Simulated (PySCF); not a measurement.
**TlPb: one state, many levels of theory**

State: ⁴Σ⁻ (quartet), unpaired electrons σ ↑, π ↑↑. Set-up: Tl cc-pVDZ-PP with ECP60, Pb cc-pVDZ-PP with ECP60; scalar-relativistic core potentials (PySCF 2.14). De refers to Tl + Pb in their high-spin ground configurations, without counterpoise correction. The functionals are run spin-unrestricted. A positive dipole means Tl(−)Pb(+).

```tsv
Level	Re (Å)	ωe (cm⁻¹)	De (eV)	μ (D)
UHF	3.056	94.2	1.07	-3.34
UHF-MP2	2.964	109	1.65	n/a
UHF-SCS-MP2	2.982	106	1.44	n/a
UHF-CCSD	3.001	104	1.55	n/a
UHF-CCSD(T)	2.998	104	1.62	n/a
PBE	3.009	98.6	1.98	-1.44
revPBE	3.042	94.3	1.82	-1.60
BP86	3.010	98.1	1.95	-1.44
r²SCAN	2.970	104	1.96	-1.76
PBE0	2.970	105	1.84	-1.80
M06	3.005	105	1.99	-1.12
HSE06	2.977	104	1.88	-1.69
```

(1) Which functional lies closest to UHF-CCSD(T) in De, which farthest, and by how much do they differ from it?

(2) What does a quarter of exact exchange do here, going from PBE to PBE0?

(3) What does second-order correlation do here, going from UHF to UHF-MP2?

Correlated steps freeze 8 core orbitals. Correlated levels converge slowly with the basis: in double zeta they bind strong bonds too weakly, by up to about 1 eV, and carry superposition errors of some tenths. These are scalar-relativistic numbers at best; spin–orbit coupling would shift them, the dissociation energy most. The state is the lowest determinant that a PBE0 search found; another state may lie lower at other levels.

Results:

(1) Closest is revPBE (+4.4 pm in Re, -9.3 % in ωe, +0.20 eV in De against UHF-CCSD(T) in the same basis), farthest M06 (+0.7 pm in Re, +1.0 % in ωe, +0.37 eV in De). CCSD(T) converges more slowly with the basis than the functionals do and binds too weakly in this one, so the order can change at the basis-set limit.

(2) PBE0 less PBE: -3.9 pm in Re, +6.5 % in ωe, -0.14 eV in De. Exact exchange removes part of the self-interaction that spreads semilocal densities, and in most molecules shortens and stiffens the bond and lowers De; so it does here.

(3) UHF-MP2 less UHF: -9.2 pm in Re, +15.7 % in ωe, +0.58 eV in De. Correlation nearly always deepens the well. The bond shortens, as in weak, metallic or heavy-atom bonds, where dispersion and the correlation of outer-core electrons pull the atoms together.
